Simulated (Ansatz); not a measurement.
Steps of a relaxation of C$_{2}$H$_{11}$GeNSi (`C[SiH](C)[NH][GeH3]`) with RKS PBE0-D4/def2-TZVP.

```sh
$ ansatz run in.yaml --threads 4 --pin off --events-out ev --progress --plain --max-ram 11315MiB
```

```yaml
crystal:
  periodic: [false, false, false]
  atoms:
    - {symbol: C, position_ang: [-1.301416, 0.778353, 1.722991]}
    - {symbol: Si, position_ang: [0.110576, 0.317448, 0.556518]}
    - {symbol: C, position_ang: [1.084993, -1.128756, 1.292936]}
    - {symbol: N, position_ang: [-0.555192, -0.019159, -1.036615]}
    - {symbol: Ge, position_ang: [0.298736, 0.165581, -2.669963]}
    - {symbol: H, position_ang: [-2.011992, -0.067248, 1.837954]}
    - {symbol: H, position_ang: [-0.916903, 1.028400, 2.733312]}
    - {symbol: H, position_ang: [-1.866841, 1.651395, 1.339820]}
    - {symbol: H, position_ang: [1.051675, 1.481447, 0.364700]}
    - {symbol: H, position_ang: [1.929073, -1.419997, 0.634062]}
    - {symbol: H, position_ang: [0.436380, -2.020100, 1.425137]}
    - {symbol: H, position_ang: [1.504596, -0.865034, 2.287147]}
    - {symbol: H, position_ang: [-1.379576, -0.628195, -1.063606]}
    - {symbol: H, position_ang: [-0.789126, 0.342268, -3.767197]}
    - {symbol: H, position_ang: [1.187118, -1.065031, -3.044697]}
    - {symbol: H, position_ang: [1.195300, 1.426030, -2.568200]}
basis:
  gaussian: {orbitals: def2-TZVP}
hamiltonian: {xc: pbe0, dispersion: d4}
relax: {f_tol: 0.005, max_steps: 150}
```

Positions (Å) and forces (eV/Å) along the path, 9 of 12 steps:

```xyz
16
step=1 energy=-68127.7557 eV
C    -1.301    0.778    1.723   -0.138    0.050    0.117
Si    0.111    0.317    0.557   -0.221   -0.132   -0.363
C     1.085   -1.129    1.293    0.116   -0.143    0.065
N    -0.555   -0.019   -1.037   -0.023   -0.206    0.338
Ge    0.299    0.166   -2.670   -0.065    0.014    0.120
H    -2.012   -0.067    1.838    0.339    0.395   -0.061
H    -0.917    1.028    2.733   -0.176   -0.116   -0.479
H    -1.867    1.651    1.340    0.279   -0.420    0.181
H     1.052    1.481    0.365   -0.195   -0.249    0.033
H     1.929   -1.420    0.634   -0.412    0.147    0.313
H     0.436   -2.020    1.425    0.300    0.429   -0.066
H     1.505   -0.865    2.287   -0.208   -0.116   -0.489
H    -1.380   -0.628   -1.064    0.538    0.378    0.010
H    -0.789    0.342   -3.767    0.185   -0.039    0.196
H     1.187   -1.065   -3.045   -0.181    0.218    0.100
H     1.195    1.426   -2.568   -0.139   -0.209   -0.015
16
step=3 energy=-68127.8239 eV
C    -1.288    0.772    1.707    0.016    0.001   -0.011
Si    0.100    0.310    0.546   -0.024   -0.016   -0.028
C     1.071   -1.116    1.273   -0.003    0.020   -0.003
N    -0.550   -0.027   -1.020    0.024   -0.009    0.039
Ge    0.298    0.168   -2.636    0.001    0.014   -0.004
H    -1.992   -0.058    1.822   -0.011   -0.009    0.003
H    -0.904    1.016    2.701    0.004    0.002    0.008
H    -1.841    1.634    1.331   -0.011    0.013    0.000
H     1.031    1.458    0.353    0.010    0.010    0.001
H     1.896   -1.403    0.617    0.013   -0.008   -0.008
H     0.433   -1.994    1.413   -0.007   -0.011    0.002
H     1.492   -0.850    2.246    0.007    0.001    0.010
H    -1.354   -0.637   -1.052   -0.016   -0.004   -0.018
H    -0.773    0.344   -3.727   -0.005   -0.007    0.002
H     1.173   -1.053   -2.995   -0.005   -0.003    0.004
H     1.188    1.414   -2.534    0.008    0.005    0.005
16
step=4 energy=-68127.8241 eV
C    -1.289    0.772    1.706    0.003   -0.003   -0.003
Si    0.099    0.307    0.545    0.001    0.005   -0.010
C     1.072   -1.117    1.273   -0.003    0.005    0.003
N    -0.549   -0.031   -1.020   -0.003   -0.012    0.024
Ge    0.298    0.171   -2.635    0.001   -0.005   -0.003
H    -1.994   -0.057    1.821   -0.004   -0.001    0.002
H    -0.904    1.016    2.699    0.002    0.001    0.004
H    -1.841    1.636    1.330   -0.001    0.002    0.000
H     1.030    1.456    0.352    0.003    0.005   -0.001
H     1.896   -1.405    0.616    0.001   -0.001   -0.003
H     0.435   -1.994    1.416    0.000   -0.005    0.002
H     1.495   -0.848    2.245    0.002    0.000    0.002
H    -1.356   -0.637   -1.055   -0.002    0.005   -0.015
H    -0.775    0.343   -3.725    0.001    0.005    0.000
H     1.171   -1.053   -2.994    0.003    0.001   -0.003
H     1.190    1.416   -2.530   -0.003   -0.001    0.000
16
step=5 energy=-68127.8242 eV
C    -1.290    0.772    1.706   -0.005   -0.001    0.000
Si    0.098    0.306    0.544    0.009    0.006    0.004
C     1.072   -1.116    1.274    0.001   -0.003    0.003
N    -0.548   -0.034   -1.021   -0.012   -0.011    0.007
Ge    0.299    0.171   -2.636    0.001   -0.005   -0.001
H    -1.996   -0.056    1.822    0.002    0.002    0.000
H    -0.903    1.015    2.699    0.001    0.000   -0.001
H    -1.841    1.637    1.331    0.002   -0.001    0.001
H     1.029    1.456    0.350   -0.002   -0.001   -0.001
H     1.894   -1.407    0.615   -0.002    0.001    0.001
H     0.436   -1.994    1.421    0.002    0.002    0.000
H     1.498   -0.845    2.245    0.000    0.001   -0.002
H    -1.359   -0.635   -1.058    0.005    0.007   -0.008
H    -0.775    0.345   -3.724    0.001    0.003    0.000
H     1.172   -1.052   -2.996    0.002    0.002   -0.003
H     1.190    1.416   -2.528   -0.002   -0.001    0.000
16
step=6 energy=-68127.8243 eV
C    -1.290    0.771    1.704    0.002    0.001    0.001
Si    0.098    0.304    0.544    0.000    0.001   -0.004
C     1.074   -1.116    1.277    0.001   -0.001    0.003
N    -0.547   -0.040   -1.020    0.004    0.002    0.001
Ge    0.298    0.171   -2.636   -0.001    0.001    0.003
H    -1.997   -0.056    1.821    0.000    0.000   -0.001
H    -0.904    1.015    2.697    0.000    0.000   -0.001
H    -1.840    1.636    1.328   -0.001    0.000    0.001
H     1.029    1.453    0.348   -0.001    0.000    0.001
H     1.894   -1.408    0.617    0.000   -0.001    0.001
H     0.438   -1.993    1.428    0.000    0.000    0.000
H     1.502   -0.841    2.246    0.000    0.000   -0.001
H    -1.363   -0.633   -1.060   -0.003   -0.003   -0.001
H    -0.776    0.353   -3.723    0.000    0.001    0.000
H     1.170   -1.051   -3.004    0.000    0.000   -0.002
H     1.192    1.414   -2.524    0.000   -0.001    0.000
16
step=8 energy=-68127.8244 eV
C    -1.290    0.770    1.700    0.002    0.001   -0.001
Si    0.099    0.300    0.543   -0.006   -0.006    0.001
C     1.075   -1.115    1.284    0.000    0.002   -0.003
N    -0.543   -0.050   -1.021    0.004    0.003   -0.002
Ge    0.296    0.173   -2.638   -0.001    0.004    0.002
H    -1.998   -0.056    1.817   -0.001   -0.001    0.000
H    -0.905    1.016    2.693    0.000    0.000    0.002
H    -1.840    1.635    1.322    0.000    0.000   -0.001
H     1.029    1.450    0.344    0.002    0.001   -0.001
H     1.895   -1.413    0.625    0.000    0.000   -0.001
H     0.439   -1.991    1.443   -0.001   -0.001    0.001
H     1.506   -0.834    2.249    0.000    0.000    0.002
H    -1.360   -0.642   -1.062    0.001   -0.002    0.005
H    -0.781    0.372   -3.718    0.002   -0.002   -0.001
H     1.161   -1.049   -3.021   -0.003    0.002   -0.002
H     1.195    1.411   -2.516    0.002   -0.002   -0.001
16
step=10 energy=-68127.8244 eV
C    -1.291    0.771    1.694    0.000   -0.002   -0.002
Si    0.102    0.296    0.542   -0.001   -0.002    0.003
C     1.076   -1.115    1.294   -0.004    0.003   -0.002
N    -0.536   -0.064   -1.021    0.003   -0.001   -0.003
Ge    0.292    0.178   -2.641    0.000   -0.001   -0.005
H    -1.998   -0.055    1.813   -0.001    0.000    0.001
H    -0.908    1.022    2.687    0.001    0.000    0.001
H    -1.840    1.634    1.311    0.001    0.000   -0.001
H     1.030    1.446    0.339    0.002    0.001   -0.001
H     1.897   -1.417    0.638    0.000    0.001    0.000
H     0.440   -1.989    1.458    0.001    0.000   -0.001
H     1.505   -0.827    2.258   -0.001   -0.001   -0.001
H    -1.346   -0.666   -1.061    0.003    0.001    0.001
H    -0.790    0.403   -3.712    0.004   -0.002    0.004
H     1.142   -1.046   -3.051   -0.005    0.004    0.002
H     1.203    1.406   -2.507   -0.002   -0.002    0.002
16
step=11 energy=-68127.8244 eV
C    -1.291    0.772    1.692    0.001    0.000    0.000
Si    0.103    0.295    0.542   -0.002   -0.002   -0.002
C     1.077   -1.114    1.297   -0.001    0.002    0.002
N    -0.534   -0.068   -1.021    0.001   -0.001    0.000
Ge    0.290    0.180   -2.642   -0.004   -0.005    0.002
H    -1.997   -0.055    1.813    0.000    0.000    0.000
H    -0.909    1.025    2.685    0.000    0.000    0.000
H    -1.840    1.633    1.306    0.000    0.000    0.000
H     1.030    1.445    0.337    0.000    0.000    0.000
H     1.899   -1.416    0.644    0.001    0.000    0.000
H     0.441   -1.990    1.460    0.001    0.001   -0.001
H     1.502   -0.826    2.263    0.000   -0.001   -0.002
H    -1.339   -0.676   -1.059    0.002    0.001    0.000
H    -0.794    0.415   -3.709    0.003    0.002    0.003
H     1.132   -1.046   -3.061    0.000    0.005    0.001
H     1.206    1.403   -2.501   -0.001   -0.003   -0.003
16
step=12 energy=-68127.8244 eV
C    -1.291    0.772    1.692    0.000    0.000    0.000
Si    0.103    0.295    0.542    0.001   -0.001   -0.003
C     1.077   -1.114    1.298    0.000    0.000    0.002
N    -0.533   -0.070   -1.021    0.000   -0.002   -0.001
Ge    0.289    0.179   -2.642    0.001    0.002    0.002
H    -1.998   -0.054    1.813    0.000    0.001    0.000
H    -0.909    1.026    2.684    0.000    0.000   -0.001
H    -1.841    1.633    1.305    0.000    0.000    0.000
H     1.030    1.445    0.336   -0.002    0.000    0.001
H     1.901   -1.414    0.645    0.000    0.000    0.000
H     0.442   -1.990    1.459    0.000    0.000   -0.001
H     1.500   -0.826    2.264    0.000   -0.001   -0.001
H    -1.337   -0.680   -1.059    0.001    0.001   -0.001
H    -0.795    0.421   -3.708    0.000   -0.002    0.001
H     1.130   -1.046   -3.065   -0.002    0.000    0.000
H     1.208    1.401   -2.501    0.000    0.000    0.000
```

Run time 84 s (4 threads of an Arm Neoverse V1 on a shared host); peak host memory 0.85 GiB.
